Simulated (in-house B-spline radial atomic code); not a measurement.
Tl³⁺ is squeezed into an impenetrable sphere of radius R (the orbitals vanish at R). Computed with a radial B-spline atomic code at the basis-set limit: Dirac-Kohn-Sham LDA VWN5, spherical fractional occupations, Fermi nucleus of rms radius 5.4759 fm.

Energies in eV above the free ion in [Xe] 4f14 5d10:

| R (bohr) | highest level (eV) | [Xe] 4f14 5d10 | [Kr] 4d10 4f14 5s2 5p5 5d10 5f1 | [Xe] 4f14 5d9 5f1 |
| --- | --- | --- | --- | --- |
| 9.61 | -43.7 | 0 | 100.5 | 36.64 |
| 5.82 | -43.7 | 0.002309 | 101.5 | 37.68 |
| 5.45 | -43.7 | 0.007184 | 101.9 | 38.13 |
| 4.27 | -43.4 | 0.2424 | 104.9 | 41.22 |
| 3.71 | -42.8 | 1.209 | 108.6 | 44.99 |
| 2.81 | -37.7 | 15.1 | 131.5 | 67.86 |
| 2.4 | -29.5 | 48.46 | 173.7 | 109.1 |
| 2.28 | -25.3 | 68.81 | 197.9 | 132.5 |
| 1.73 | 20.2 | 380 | 541.1 | 466 |
| 1.36 | 124 | 1392 | 1601 | 1505 |

Q: Does [Kr] 4d10 4f14 5s2 5p5 5d10 5f1 fall below [Xe] 4f14 5d10 under compression?

A: No, it stays above over the whole range.

Q: Does [Xe] 4f14 5d9 5f1 fall below [Xe] 4f14 5d10 under compression?

A: No, it stays above over the whole range.

The highest level is first positive in the row R = 1.73 bohr, pushed up by confinement above the zero of the free ion's potential. Each configuration is held fixed and needn't be the lowest in the sphere.
